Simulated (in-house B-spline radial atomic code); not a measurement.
Ionising Cr2+ with different functionals

Computed with an all-electron radial atomic-structure program (B-spline basis): four-component Dirac-Coulomb Hamiltonian, Fermi nucleus of rms radius 3.6452 fm, spin-restricted, spherical fractional occupations for the functionals, and exact exchange of hybrids averaged over the configuration. The ionisation energy is the difference of two self-consistent energies, [Ar] 3d4 → [Ar] 3d3, without Breit or QED terms; ε is the level of the shell that loses the electron (mean over j). The electron is taken from both j subshells in proportion to 2j + 1, so the result is a j average, not the step between ground levels.

| method | rung | ΔSCF (eV) | -ε(3d) (eV) |
| --- | --- | --- | --- |
| BHandHLYP | global hybrid | 30.28 | 27.30 |
| B3LYP | global hybrid | 30.73 | 24.79 |
| LC-wPBE | range-separated hybrid | ? | ? |
| CAM-B3LYP | range-separated hybrid | ? | ? |

(1) What does CAM-B3LYP give?

(2) What does LC-wPBE give?

(3) Among the functionals, which spreads more, the ΔSCF values or the orbital energies?

(4) How do they compare with the NIST value?

Results:

(1) ΔSCF 30.72 eV, and -ε(3d) = 26.74 eV.

(2) ΔSCF 30.67 eV, and -ε(3d) = 27.90 eV.

(3) The orbital energies: ΔSCF values span about 0.45 eV and the orbital energies 3.10 eV; here energy differences depend much less on the functional than eigenvalues do.

(4) NIST lists 30.96 eV ± 0.025 (measured, ground level to ground level). Errors run from -0.68 to -0.23 eV; B3LYP is closest (-0.23 eV), though others lie within the uncertainty of it, and part of that can be cancellation, since the calculations leave out Breit-QED terms, spin polarisation, the choice among j levels, multiplet and fine-structure energies.
